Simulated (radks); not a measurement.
Ionisation of the platinum ion Pt+, [Xe] 4f14 5d9, to [Xe] 4f14 5d8 as the strength of local exchange is varied. All-electron calculation, Dirac Kohn-Sham, Slater X-alpha exchange (alpha = 2/3 is LDA exchange), no correlation, spin-unpolarised, spherical densities, point nucleus; open shells fill j = l - 1/2 first. Program: a radial shooting solver on a logarithmic mesh with Libxc functionals.

| alpha | E(Pt+) (hartree) | exchange (hartree) | IE (eV) | -e of the level emptied (eV) | <r> of it (bohr) |
|---|---|---|---|---|---|
| 0.575 | -18381.5368 | -291.0732 | 16.854 | 11.485 (5d5/2) | 1.735 |
| 0.593 | -18390.6511 | -300.3452 | 17.115 | 11.713 (5d5/2) | 1.727 |
| 0.667 | -18428.1720 | -338.5658 | 18.210 | 12.677 (5d5/2) | 1.695 |
| 0.69 | -18439.8507 | -350.4785 | 18.559 | 12.986 (5d5/2) | 1.686 |
| 0.769 | -18480.0247 | -391.5167 | 19.788 | 14.079 (5d5/2) | 1.654 |
| 0.854 | -18523.3544 | -435.8800 | 21.164 | 15.313 (5d5/2) | 1.622 |
| 0.955 | -18574.9810 | -488.8743 | 22.870 | 16.855 (5d5/2) | 1.586 |
| 1.003 | -18599.5699 | -514.1663 | 23.708 | 17.617 (5d5/2) | 1.570 |

NIST Atomic Spectra Database: 18.6 +/- 0.12 eV (measured). The Delta-SCF value meets it near alpha = 0.69. Spin polarisation and multiplet splitting are left out, so open shells lie too high by an amount that depends on their filling.

Beside tabulated values, note that spin-unpolarised runs miss the spin-polarisation part of the exchange energy of open shells.
